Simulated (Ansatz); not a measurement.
A nudged elastic band was laid between two geometries of AlH4NO2 + H2 (10 atoms, charge 0, multiplicity 1).

Method: RKS CAM-B3LYP-D4/def2-SVP in Ansatz.

```yaml
movable_images: 5
climbing_image: yes
spring: 5.0 eV/Å²
optimiser: quadratic models (default)
start_path: through a guess of the saddle point
force_threshold: 0.05 eV/Å
iteration_limit: 60
end_points: relaxed
```

Initial state:

```xyz
10
Properties=species:S:1:pos:R:3
Al 0.046 -0.386 0.328
N -0.043 -0.349 2.089
H -0.882 -0.390 2.656
H 0.779 -0.311 2.682
O 1.589 -0.319 -0.366
H 1.769 -0.364 -1.306
O -1.300 -0.543 -0.689
H -2.223 -0.668 -0.465
H -0.192 2.542 0.479
H -0.168 2.111 1.111
```

Final state:

```xyz
10
Properties=species:S:1:pos:R:3
Al -0.112 0.422 0.011
N -0.008 0.299 2.018
H -0.795 -0.293 2.292
H 0.867 -0.190 2.216
O 1.419 -0.355 -0.214
H 1.896 -0.432 -1.042
O -1.549 -0.542 -0.062
H -2.076 -0.712 -0.844
H -0.230 1.957 -0.401
H -0.038 1.170 2.547
```

Problem. What changes between the two ends?

Solution. Bonds broken: H9–H10. Bonds formed: Al1–H9, N2–H10. AlH4NO2 + H2 becomes AlH6NO2.

Problem. What energy profile does the band end with?

Solution. The run converged. The highest image is number 3 of 0 to 6, 0.69 eV above the first end and 1.46 eV above the last; the last end lies 0.77 eV below the first. A vibrational analysis at the climbing image gives one clearly imaginary mode, 1232i cm⁻¹: a first-order saddle point. The orbitals stay closed-shell, which can raise the energy where a bond breaks towards radicals; this wasn't checked here.

```csv
image,path coordinate (Å),energy (eV),H9–H10 (Å),Al1–H9 (Å),N2–H10 (Å)
0,0.00,0.00,0.77,2.94,2.65
1,0.70,0.03,0.77,2.44,2.54
2,1.40,0.11,0.78,2.27,2.15
3,2.10,0.69,1.01,1.82,1.41
4,2.80,-0.40,1.84,1.62,1.03
5,3.50,-0.72,2.60,1.60,1.02
6,4.20,-0.77,3.06,1.59,1.02
```

Problem. What is the geometry of the highest image?

Solution. 
```xyz
10
Properties=species:S:1:pos:R:3
Al -0.085 0.061 0.245
N -0.036 0.164 2.117
H -0.858 -0.040 2.684
H 0.811 -0.064 2.636
O 1.413 -0.443 -0.385
H 1.717 -0.390 -1.292
O -1.613 -0.272 -0.420
H -1.844 -0.952 -1.054
H -0.077 1.854 0.542
H -0.052 1.406 1.448
```

Problem. What are the harmonic wavenumbers there?

Solution. 1232i, 76, 179, 234, 243, 296, 325, 501, 522, 536, 644, 668, 706, 835, 949, 956, 1484, 1503, 1833, 1856, 3544, 3642, 3983, 3989 cm⁻¹.

The run took 2.7 min on 4 threads of Intel(R) Xeon(R) Platinum 8259CL CPU @ 2.50GHz (Skylake/Cascade Lake), on a shared host, peak memory 0.23 GiB.
